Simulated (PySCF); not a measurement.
SMILES [CH2]C1(C)OBOC1(C)C (C₆H₁₂BO₂), doublet at its GFN2-xTB optimised geometry (Å):

```
21

C     -1.5158     2.0376     0.8423
C     -0.7086     1.2890    -0.1277
C     -1.1390     1.6445    -1.5626
O      0.6724     1.6274     0.0000
B      1.4159     0.4975     0.0000
O      0.6715    -0.6348    -0.0080
C     -0.7012    -0.2940     0.1287
C     -1.5340    -1.1159    -0.8478
C     -1.1258    -0.6116     1.5665
H     -2.5668     2.1652     0.6785
H     -1.0493     2.5047     1.6851
H     -2.1830     1.3979    -1.7270
H     -0.5142     1.1201    -2.2809
H     -0.9986     2.7135    -1.7042
H      2.5775     0.4975     0.0000
H     -1.4545    -2.1652    -0.5723
H     -2.5775    -0.8183    -0.7983
H     -1.1711    -1.0078    -1.8650
H     -0.5193    -0.0438     2.2677
H     -2.1732    -0.3647     1.7163
H     -0.9728    -1.6714     1.7585
```

Computed with unrestricted PBE0/def2-SVP run with PySCF 2.14.0. Cells within 0.4 Å of a nucleus heavier than hydrogen are left out (blank, or x).

Map of the Laplacian of the electron density (e/bohr⁵), clipped to [-1.50, 1.50] on the plane z = 0.0 Å:

```
|55555555555555555555555555555|
|55555555555555555555555555555|
|55555555555555555555555555555|
|55555555555555555555555555555|
|55555555555555555555555555555|
|55555555555555555555555555555|
|55555555555555555555555555555|
|55555555555555556555555555555|
|55555555555555665655555555555|
|555555555554455xx265555555555|
|555555555557xx3xx265555555555|
|555555555556x6564355555555555|
|555555555554245659x9324555555|
|55555555555434565xxx204555555|
|555555555554x4665375455555555|
|55555555555xxx31x365555555555|
|555555555553554xx165555555555|
|55555555555555660665555555555|
|55555555555555566555555555555|
|55555555555555555555555555555|
|55555555555555555555555555555|
|55555555555555555555555555555|
|55555555555555555555555555555|
|55555555555555555555555555555|
|55555555555555555555555555555|
|55555555555555555555555555555|
|55555555555555555555555555555|
|55555555555555555555555555555|
|55555555555555555555555555555|
```
Scale: ten equal steps from -1.50 (start of '0') to 1.50 (end of '9'), in the order '0123456789'; x runs from -5.00 to 5.00, y from -5.00 (bottom) to 5.00 (top).
